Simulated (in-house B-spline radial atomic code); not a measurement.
Settings and results of a run for the thulium ion Tm⁺ (an excited or competing configuration). Level of theory: scalar-relativistic (X2C) M06-L, spin-polarised, spherical fractional occupations, Fermi nucleus of rms radius 5.2256 fm; calculated with a radial B-spline atomic code at the basis-set limit.

In the input, 3d5,1 would mean five up and one down electron.

Command:
```bash
python run_scf.py task.json out
```
Settings (nuclear radius in fm, mass in u):
```
Z                69
configuration    1s2 2s2 2p6 3s2 3p6 3d10 4s2 4p6 4d10 4f7,6 5s2 5p6 5d0,1
hamiltonian      x2c
method           m06l
spin_polarised   True
nucleus          fermi
rms_radius       5.2256
atomic_mass      168.93422
speed_of_light   137.035999084
```

Output (hartree, bohr):
```
 radial grid: 81 intervals, B-splines of order 8, outer radius 60 bohr

 iter        energy (Eh)    residual
    1      -13566.664908    3.12e-01
    2      -13566.690441    1.73e-02
    3      -13566.701145    3.67e-03
    4      -13566.701580    2.81e-03
    5      -13566.701694    2.34e-03
    6      -13566.701773    1.85e-03
    7      -13566.701832    1.61e-03
    8      -13566.701877    1.45e-03
    9      -13566.701911    1.31e-03
   10      -13566.701937    1.18e-03
   11      -13566.701957    1.06e-03
   12      -13566.701973    9.50e-04
   13      -13566.701986    8.50e-04
   14      -13566.701995    7.60e-04
   15      -13566.702003    6.79e-04
   16      -13566.702009    6.06e-04
   17      -13566.702028    2.73e-04
   18      -13566.702033    7.17e-05
   19      -13566.702033    3.33e-05
   20      -13566.702033    2.15e-05
   21      -13566.702033    3.69e-06
   22      -13566.702033    2.51e-06
   23      -13566.702033    4.27e-07

 total energy                    -13566.70203
 kinetic                           15027.4952
 electron-nucleus                 -33632.0844
 Hartree                            5327.3112
 exchange-correlation               -289.4240

 orbital      occ     eigenvalue          <r>       <r^2>       <1/r>       r_max
 1s up      1.000     -2175.3298    0.0192521  0.00051628      85.736     0.01172
 1s down    1.000     -2175.3297    0.0192521  0.00051628      85.736     0.01172
 2s up      1.000      -368.1822    0.0840878  0.00842153     19.9343     0.07169
 2s down    1.000      -368.1826    0.0840876  0.00842147     19.9343     0.07169
 2p up      3.000      -325.6479    0.0749329  0.00687389     17.1521     0.05808
 2p down    3.000      -325.6481    0.0749327  0.00687383     17.1521     0.05808
 3s up      1.000       -83.3469     0.220037   0.0554959     7.18779      0.2031
 3s down    1.000       -83.3259     0.220003   0.0554785     7.18924      0.2031
 3p up      3.000       -70.3065     0.219421   0.0559253     6.42788      0.1999
 3p down    3.000       -70.2853     0.219379   0.0559038     6.42924      0.1999
 3d up      5.000       -53.8572     0.199925   0.0469117     6.01032      0.1636
 3d down    5.000       -53.8411     0.199875   0.0468863     6.01156      0.1636
 4s up      1.000       -16.7896     0.497708    0.279666     2.95629      0.4653
 4s down    1.000       -16.7435      0.49774    0.279706     2.95584      0.4654
 4p up      3.000       -12.4639      0.52734    0.316388     2.64272      0.4862
 4p down    3.000       -12.4184     0.527419    0.316501     2.64216      0.4862
 4d up      5.000        -6.6117     0.571309    0.378834     2.31944       0.503
 4d down    5.000        -6.5670     0.571654    0.379387      2.3182       0.503
 4f up      7.000        -0.2971     0.801374    0.899658     1.69741      0.4991
 4f down    6.000        -0.2610     0.814002    0.933437     1.68216         0.5
 5s up      1.000        -2.1448      1.23545     1.72149     1.08419       1.093
 5s down    1.000        -2.1385      1.24279     1.74428     1.07713       1.097
 5p up      3.000        -1.1657       1.4753     2.48436     0.88415       1.252
 5p down    3.000        -1.1708      1.49211     2.54825    0.874555       1.259
 5d down    1.000        -0.1749      2.75226     9.33696    0.474571        2.05
```

Run time, properties included: 2.5 s on 1 thread of AMD EPYC 7R43 64-Core Processor, with other jobs on the host.

States collapsed into the nucleus by a negative tau potential were left out of the aufbau.

One-electron X2C: radii and densities carry no picture-change correction, so inner-shell <1/r> comes out high (for 1s by about 2 % at Z = 33, 5 % at 54, 10 % at 75, 30 % at 118) and <r> low.
